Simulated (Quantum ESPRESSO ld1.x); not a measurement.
Q: Yb+, configuration [Kr] 4d10 4f14 5p6 6s1 7s2 (not the ground configuration). Calculated with ld1.x of Quantum ESPRESSO 7.5: Dirac Kohn-Sham, exchange-only PBE, spin-unpolarised, spherical densities, point nucleus. Some entries of the table are withheld. Estimate them.

orbital  occ.  eigenvalue (hartree)  r(max) (bohr)
1s1/2       2            -2248.9968          0.012
2s1/2       2             -381.6153          0.071
2p1/2       2                   (1)            (2)
2p3/2       4                   (3)            (4)
3s1/2       2              -86.7279          0.200
3p1/2       2              -78.9670            (5)
3p3/2       4              -70.7969            (6)
3d3/2       4              -57.6065          0.159
3d5/2       6              -55.8211          0.161
4s1/2       2              -17.8307          0.456
4p1/2       2                   (7)          0.456
4p3/2       4                   (8)          0.486
4d3/2       4               -7.6929          0.486
4d5/2       6               -7.3575          0.494
5p1/2       2               -2.0613            (9)
5p3/2       4               -1.8100           (10)
4f5/2       6               -1.0911          0.483
4f7/2       8               -1.0412          0.486
6s1/2       1               -0.6117           2.63
6p1/2       0                  (11)           3.06
6p3/2       0                  (12)           3.27
7s1/2       2               -0.2011           5.90

A: 
(1) 2p1/2 eigenvalue (hartree): -364.0083
(2) 2p1/2 r(max) (bohr): 0.053
(3) 2p3/2 eigenvalue (hartree): -325.5202
(4) 2p3/2 r(max) (bohr): 0.059
(5) 3p1/2 r(max) (bohr): 0.188
(6) 3p3/2 r(max) (bohr): 0.200
(7) 4p1/2 eigenvalue (hartree): -14.6930
(8) 4p3/2 eigenvalue (hartree): -12.8482
(9) 5p1/2 r(max) (bohr): 1.15
(10) 5p3/2 r(max) (bohr): 1.23
(11) 6p1/2 eigenvalue (hartree): -0.4146
(12) 6p3/2 eigenvalue (hartree): -0.3779
